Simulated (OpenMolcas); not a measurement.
**Multiconfigurational calculation on Ag4+**

Ag4+ among 6 point charges of -1.5 e arranged as an octahedron (Oh), 2.45 Å from the ion. With inversion symmetry the input lists one of each pair of outer charges.

Input:

```
&GATEWAY
Coord
1

Ag 0.0 0.0 0.0
Basis=ANO-RCC-VTZP
Group=XYZ
NoMove
AngMom=0.0 0.0 0.0
AMFI
XField
3 Angstrom 0
2.450000 0.000000 0.000000 -1.500000
0.000000 2.450000 0.000000 -1.500000
0.000000 0.000000 2.450000 -1.500000
&SEWARD
&RASSCF
FileOrb=start.orb
Symmetry=1
Spin=4
nActEl=7 0 0
Inactive=9 9
Ras2=5 0
CIRoot=10 10 1
SDav=10
CIMx=300
Iter=120 100
PrWF=0.3
OrbListing=Nothing
MaxOrb=0
>>> COPY $Project.JobIph JOB001
&RASSCF
FileOrb=start.orb
Symmetry=1
Spin=2
nActEl=7 0 0
Inactive=9 9
Ras2=5 0
CIRoot=40 40 1
SDav=40
CIMx=300
Iter=120 100
PrWF=0.3
OrbListing=Nothing
MaxOrb=0
>>> COPY $Project.JobIph JOB002
&RASSI
NrOfJobIphs=2 10 40
1 2 3 4 5 6 7 8 9 10
1 2 3 4 5 6 7 8 9 10 11 12 13 14 15 16 17 18 19 20 21 22 23 24 25 26 27
28 29 30 31 32 33 34 35 36 37 38 39 40
IphNames
JOB001
JOB002
EJob
SpinOrbit
DIPRint=1.0
SOCoupling=1000.0
Subsets=2
Property=9
'ANGMOM' 1 'ANGMOM' 2 'ANGMOM' 3 'MLTPL  1' 1 'MLTPL  1' 2 'MLTPL  1' 3
'AMFI' 1 'AMFI' 2 'AMFI' 3
SOProperty=3
'ANGMOM' 1 'ANGMOM' 2 'ANGMOM' 3
```

Launched by
```bash
OMP_NUM_THREADS=1 MOLCAS_MEM=1689 MOLCAS_PROJECT=a pymolcas a.inp > a.log  # once for each step of the input, in one work folder
```

A driver script runs the steps one by one and writes start.orb anew before each from the orbitals found so far.

Output, cut to the results:

```
--- SEWARD ---
Basis set label: AG.ANO-RCC...7S6P4D2F1G.

      Electronic valence basis set:
      ------------------
      Associated Effective Charge  47.000000 au
      Associated Actual Charge     47.000000 au
      Nuclear Model: Point charge

      Shell  nPrim  nBasis  Cartesian Spherical Contaminant
         s      21       7        X
         p      18       6        X
         d      13       4                 X
         f       6       2                 X
         g       4       1                 X
                  Relativistic Douglas-Kroll-Hess integrals:
                    - DKH order of Hamiltonian: 2
                    - DKH order of Properties : 0
                  Atomic mean-field integrals
--- RASSCF ---
Wave function specifications:
      -----------------------------

      Number of closed shell electrons          36
      Number of electrons in active shells       7
      Max number of holes in RAS1 space          0
      Max nr of electrons in RAS3 space          0
      Number of inactive orbitals               18
      Number of active orbitals                  5
      Number of secondary orbitals              45
      Spin quantum number                      1.5
      State symmetry                             1
Orbital specifications:
      -----------------------

      Symmetry species                           1   2
                                                ag  au
      Frozen orbitals                            0   0
      Inactive orbitals                          9   9
      Active orbitals                            5   0
      RAS1 orbitals                              0   0
      RAS2 orbitals                              5   0
      RAS3 orbitals                              0   0
      Secondary orbitals                        22  23
      Deleted orbitals                           0   0
      Number of basis functions                 36  32
      Number of CSFs                            10
      Number of root(s) required                10
      Iter CI   SX   CI       RASSCF       Energy    max ROT     max BLB   max BLB  Level Ln srch  Step   QN
          iter iter root      energy       change     param      element    value   shift minimum  type update
 Nr of preliminary CI iterations:   1
      Total energies have been shifted. Add                -5000.00 au
        1   1    9    0  -315.07323039    0.00E+00   1.70E-01*  14  22 1  6.48E-01*  0.00   0.00    SX    NO
        2   1   10    0  -315.63127133   -5.58E-01* -2.79E-02    7  13 2  2.05E-01*  0.00   0.00    SX    NO
        3   1    9    0  -315.66750411   -3.62E-02*  1.58E-02    8  27 1  5.64E-02*  0.00   0.00    SX    NO
        4   1    9    0  -315.67165912   -4.16E-03*  6.79E-03    7  13 2  3.10E-02*  0.00   0.00    SX    NO
        5   1    8    0  -315.67252079   -8.62E-04*  2.21E-03    7  13 2 -1.37E-02*  0.00   0.68    QN   YES
        6   1    6    0  -315.67275971   -2.39E-04*  3.57E-05    8  27 1  1.54E-04*  0.00   1.01    QN   YES
        7   1    4    0  -315.67275975   -4.02E-08*  1.46E-06    9  17 1 -1.33E-05   0.00   1.02    QN   YES
        8   1    3    0  -315.67275975   -1.25E-10   1.78E-07    9  17 1 -1.98E-06   0.00   1.12    QN   YES
      Convergence after  8 iterations
        9   1    3    0  -315.67275975   -3.64E-12   1.78E-07    7  16 2  4.32E-08   0.00   1.12    QN   YES
      Natural orbitals and occupation numbers for root  1
      sym 1:   1.957216   1.042784   1.000000   1.957216   1.042784
      Natural orbitals and occupation numbers for root  2
      sym 1:   1.162839   1.837161   1.000000   1.837161   1.162839
      Natural orbitals and occupation numbers for root  3
      sym 1:   1.954576   1.954576   1.000000   1.045424   1.045424
::    RASSCF root number  1 Total energy:  -5315.69897055
::    RASSCF root number  2 Total energy:  -5315.69897055
::    RASSCF root number  3 Total energy:  -5315.69897055
::    RASSCF root number  4 Total energy:  -5315.69398305
::    RASSCF root number  5 Total energy:  -5315.69398305
::    RASSCF root number  6 Total energy:  -5315.69398305
::    RASSCF root number  7 Total energy:  -5315.68781911
::    RASSCF root number  8 Total energy:  -5315.62030585
::    RASSCF root number  9 Total energy:  -5315.62030585
::    RASSCF root number 10 Total energy:  -5315.62030585
--- RASSCF ---
Wave function specifications:
      -----------------------------

      Number of closed shell electrons          36
...
--- RASSI ---
SPIN-FREE ENERGIES:
  (Shifted by EMIN (a.u.) =      -5315.6989705469)

 SF State       Relative EMIN(au)   Rel lowest level(eV)    D:o, cm**(-1)      L_eff

     1             0.0000000000        0.0000000000              0.0000         3.0
     2             0.0000000000        0.0000000000              0.0000         3.0
     3             0.0000000000        0.0000000000              0.0000         3.0
     4             0.0049874940        0.1357166266           1094.6284         3.0
     5             0.0049874940        0.1357166266           1094.6284         3.0
     6             0.0049874940        0.1357166266           1094.6284         3.0
     7             0.0111514342        0.3034459828           2447.4569         3.0
     8             0.0786646933        2.1405753542          17264.9046         1.0
     9             0.0786646933        2.1405753542          17264.9046         1.0
    10             0.0786646933        2.1405753542          17264.9046         1.0
    11             0.0824834716        2.2444896053          18103.0295         4.0
    12             0.0824834716        2.2444896053          18103.0295         4.0
    13             0.0834017231        2.2694765016          18304.5624         4.0
    14             0.0834017231        2.2694765016          18304.5624         4.0
    15             0.0834017231        2.2694765016          18304.5624         4.0
    16             0.0842626253        2.2929028437          18493.5086         4.0
    17             0.0842626253        2.2929028437          18493.5086         4.0
    18             0.0842626253        2.2929028437          18493.5086         4.0
    19             0.0856969612        2.3319331122          18808.3090         4.0
    20             0.1071897322        2.9167812039          23525.4270         3.0
    21             0.1071897322        2.9167812039          23525.4270         3.0
...
```

Spin-orbit levels above the lowest (labels of O, the rotations of Oh):

| E (cm-1) | Degeneracy | Label | 2S+1 | g |
| --- | --- | --- | --- | --- |
| 0.0 | 2 | Γ6 | 4 | 4.99 4.99 4.99 |
| 318.0 | 4 | Γ8 | 4 |  |
| 1024 | 4 | Γ8 | 4 |  |
| 3855 | 2 | Γ7 | 4 | 2.76 2.76 2.76 |
| 4140 | 4 | Γ8 | 4 |  |
| 4239 | 2 | Γ6 | 4 | 3.00 3.00 3.00 |
| 5972 | 2 | Γ7 | 4 | 0.78 0.78 0.78 |
| 6321 | 4 | Γ8 | 4 |  |
| 7947 | 4 | Γ8 | 4 |  |
| 18985 | 4 | Γ8 | 4 (71 %) |  |
| 19241 | 4 | Γ8 | 4 (81 %) |  |
| 19259 | 2 | Γ7 | 4 | 2.64 2.64 2.64 |
| 19559 | 4 | Γ8 | 2 (82 %) |  |
| 20071 | 4 | Γ8 | 2 |  |
| 20466 | 2 | Γ6 | 2 | 3.97 3.97 3.97 |
| 21526 | 2 | Γ6 | 4 (89 %) | 2.46 2.46 2.46 |
| 23219 | 4 | Γ8 | 2 |  |
| 23254 | 2 | Γ7 | 2 | 2.59 2.59 2.59 |
| 23482 | 2 | Γ6 | 2 | 2.15 2.15 2.15 |
| 26124 | 4 | Γ8 | 2 (83 %) |  |

An orbital triplet at a regular site is open to Jahn-Teller coupling, which can distort the site and quench the lowest spin-orbit gaps and is left out. Without dynamic correlation the repulsion within the d shell is too large (B by tens of per cent), so at a given field states of lower spin stand too high. Point charges give a weaker field than real ligands, and real ions of this kind are as a rule low spin; the high spin found here belongs to the model. This field is weak: 10Dq is about 1306 cm-1, while octahedral complexes of 4d ions of charge 3 and more, computed by the same method with explicit ligands, had a median near 25000 cm-1. Ground spin and moment need not be those of a real site. The ground term spreads over less than 5000 cm-1, several times less than with real ligands, so orbital moments are less quenched and χT lies further from the spin-only value than at real sites. Point charges carry no covalency, so the field is a model and not that of real ligands. No measured value stands beside these numbers.

The RASSCF and RASSI steps took 16 s on 1 thread of Arm Neoverse N1, with other jobs on the host; the integral step is not counted.
